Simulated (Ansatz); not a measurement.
Steps of a relaxation of `[NH2][Al]([NH2])[NH2]` with RKS PBE-D4/def2-SVP.

```sh
$ ansatz run in.yaml --threads 4 --pin off --events-out ev --progress --plain --max-ram 10444MiB
```

```yaml
crystal:
  periodic: [false, false, false]
  atoms:
    - {symbol: N, position_ang: [-1.508100, 0.170200, -1.024500]}
    - {symbol: Al, position_ang: [-0.067600, -0.202100, 0.080300]}
    - {symbol: N, position_ang: [0.332300, -2.018900, 0.452800]}
    - {symbol: N, position_ang: [1.075900, 1.219400, 0.806300]}
    - {symbol: H, position_ang: [-1.186700, 0.776700, -1.848900]}
    - {symbol: H, position_ang: [-2.185100, 0.853300, -0.482200]}
    - {symbol: H, position_ang: [1.262100, -2.008100, 1.048000]}
    - {symbol: H, position_ang: [0.646000, -2.455200, -0.449800]}
    - {symbol: H, position_ang: [0.360500, 1.841400, 1.395400]}
    - {symbol: H, position_ang: [1.353700, 1.771900, 0.025500]}
basis:
  gaussian: {orbitals: def2-SVP}
hamiltonian: {xc: pbe, dispersion: d4}
relax: {f_tol: 0.03, max_steps: 200}
```

Positions (Å) and forces (eV/Å) along the path, 10 of 10 steps:

```xyz
10
step=1 energy=-11151.4110 eV
N    -1.508    0.170   -1.024   -0.685    2.025    0.298
Al   -0.068   -0.202    0.080    1.009    0.066    0.361
N     0.332   -2.019    0.453    2.197    1.392    0.354
N     1.076    1.219    0.806   -3.120   -1.237    2.307
H    -1.187    0.777   -1.849   -0.482   -0.766    1.081
H    -2.185    0.853   -0.482    1.300   -1.441   -1.192
H     1.262   -2.008    1.048   -1.947   -0.116   -1.169
H     0.646   -2.455   -0.450   -0.456    0.007    0.598
H     0.360    1.841    1.395    1.815   -1.128   -1.454
H     1.354    1.772    0.025    0.370    1.197   -1.183
10
step=2 energy=-11151.9691 eV
N    -1.479    0.155   -1.050   -0.192    0.958    0.183
Al   -0.016   -0.155    0.034    0.380   -0.114    0.606
N     0.363   -1.917    0.488    1.480    0.248   -1.277
N     1.046    1.195    0.850   -1.361   -0.371    0.217
H    -1.215    0.784   -1.844   -0.178   -0.386    0.332
H    -2.194    0.740   -0.534    0.560   -0.657   -0.460
H     1.319   -1.967    0.951   -1.111   -0.023   -0.388
H     0.471   -2.518   -0.393   -0.438    0.617    1.349
H     0.404    1.829    1.405    0.672   -0.508   -0.466
H     1.385    1.803    0.095    0.189    0.237   -0.097
10
step=3 energy=-11152.2829 eV
N    -1.461    0.150   -1.056   -0.112    0.301    0.127
Al   -0.004   -0.102    0.030    0.192   -0.262    0.180
N     0.430   -1.833    0.405    0.615    0.120   -0.631
N     0.993    1.218    0.860   -0.350    0.138   -0.057
H    -1.283    0.762   -1.869   -0.003   -0.111    0.092
H    -2.254    0.611   -0.570    0.173   -0.249   -0.156
H     1.323   -1.999    0.904   -0.414    0.090   -0.092
H     0.356   -2.575   -0.326   -0.250    0.504    0.587
H     0.440    1.904    1.410    0.164   -0.304   -0.166
H     1.543    1.812    0.216   -0.015   -0.227    0.116
10
step=4 energy=-11152.4058 eV
N    -1.450    0.149   -1.086   -0.164    0.252    0.158
Al   -0.012   -0.066    0.018    0.198   -0.321    0.161
N     0.483   -1.765    0.364    0.158    0.056   -0.458
N     0.972    1.211    0.890   -0.099    0.226   -0.220
H    -1.321    0.842   -1.839   -0.013   -0.074    0.089
H    -2.322    0.435   -0.609    0.130   -0.170   -0.168
H     1.361   -1.961    0.861   -0.214    0.010    0.020
H     0.257   -2.562   -0.255   -0.017    0.346    0.320
H     0.437    1.967    1.348    0.088   -0.160   -0.108
H     1.678    1.698    0.311   -0.069   -0.167    0.205
10
step=5 energy=-11152.5030 eV
N    -1.433    0.173   -1.082   -0.229    0.321    0.174
Al    0.002   -0.064    0.016    0.048   -0.106    0.074
N     0.530   -1.744    0.313    0.073   -0.298   -0.249
N     0.947    1.233    0.879    0.120    0.348   -0.353
H    -1.350    0.990   -1.708   -0.060   -0.142    0.109
H    -2.370    0.253   -0.648    0.266   -0.170   -0.204
H     1.326   -2.003    0.905   -0.157    0.068   -0.012
H     0.242   -2.558   -0.252    0.054    0.336    0.208
H     0.402    2.058    1.175    0.109   -0.132   -0.060
H     1.787    1.612    0.404   -0.225   -0.225    0.312
10
step=6 energy=-11152.6133 eV
N    -1.430    0.210   -1.055   -0.377    0.261    0.171
Al    0.007   -0.055    0.014   -0.012    0.020   -0.009
N     0.568   -1.723    0.266    0.079   -0.286    0.020
N     0.930    1.264    0.835    0.300    0.359   -0.292
H    -1.424    1.078   -1.611   -0.093   -0.181    0.141
H    -2.399    0.068   -0.717    0.426   -0.056   -0.242
H     1.280   -2.014    0.943   -0.108    0.063   -0.049
H     0.233   -2.538   -0.258    0.043    0.120    0.034
H     0.428    2.137    1.044    0.127   -0.107   -0.053
H     1.890    1.521    0.543   -0.385   -0.192    0.278
10
step=7 energy=-11152.7195 eV
N    -1.442    0.262   -1.012   -0.410    0.003    0.186
Al    0.010   -0.042    0.009    0.014   -0.017   -0.021
N     0.576   -1.721    0.251    0.011    0.041    0.072
N     0.931    1.305    0.766    0.388    0.123   -0.193
H    -1.536    1.150   -1.519   -0.058   -0.108    0.092
H    -2.387   -0.108   -0.811    0.473    0.097   -0.192
H     1.223   -2.019    0.986   -0.052    0.014   -0.047
H     0.262   -2.528   -0.289    0.012    0.012   -0.013
H     0.494    2.217    0.933    0.073   -0.061   -0.034
H     1.953    1.432    0.688   -0.451   -0.105    0.148
10
step=8 energy=-11152.7847 eV
N    -1.465    0.296   -0.968   -0.105    0.025    0.082
Al    0.009   -0.027    0.004    0.003    0.030   -0.014
N     0.563   -1.706    0.259   -0.008   -0.034    0.012
N     0.949    1.330    0.703    0.079    0.031   -0.081
H    -1.653    1.209   -1.391   -0.038   -0.095    0.024
H    -2.330   -0.255   -0.935    0.176    0.080   -0.058
H     1.192   -2.012    1.002   -0.011    0.001   -0.013
H     0.279   -2.506   -0.309    0.009    0.009    0.011
H     0.573    2.276    0.803    0.069   -0.046    0.020
H     1.965    1.342    0.836   -0.174    0.000    0.017
10
step=9 energy=-11152.7987 eV
N    -1.488    0.321   -0.920   -0.050   -0.021    0.006
Al    0.008   -0.014    0.002   -0.015    0.033   -0.017
N     0.547   -1.699    0.266    0.013   -0.019    0.011
N     0.968    1.349    0.647    0.070    0.011    0.018
H    -1.738    1.226   -1.323    0.017   -0.020   -0.003
H    -2.265   -0.332   -1.037    0.031    0.014   -0.002
H     1.178   -2.006    1.009   -0.008    0.016   -0.014
H     0.282   -2.500   -0.310   -0.011    0.014    0.004
H     0.633    2.306    0.769   -0.015   -0.026    0.005
H     1.957    1.299    0.901   -0.031   -0.002   -0.008
10
step=10 energy=-11152.8000 eV
N    -1.497    0.321   -0.909   -0.006    0.012    0.000
Al    0.008   -0.006    0.000    0.004   -0.014    0.003
N     0.544   -1.692    0.264    0.001   -0.004   -0.002
N     0.978    1.350    0.645    0.001    0.007   -0.002
H    -1.735    1.211   -1.349    0.000   -0.008   -0.003
H    -2.262   -0.343   -1.039    0.004    0.000   -0.001
H     1.182   -1.998    1.001   -0.001    0.003   -0.005
H     0.266   -2.493   -0.304   -0.003    0.004    0.006
H     0.633    2.299    0.798    0.001   -0.001    0.006
H     1.967    1.298    0.895   -0.002    0.001   -0.001
```

Hardware: 4 threads of an Arm Neoverse V1 on a shared host. Wall time 8 s, peak host memory 0.14 GiB.
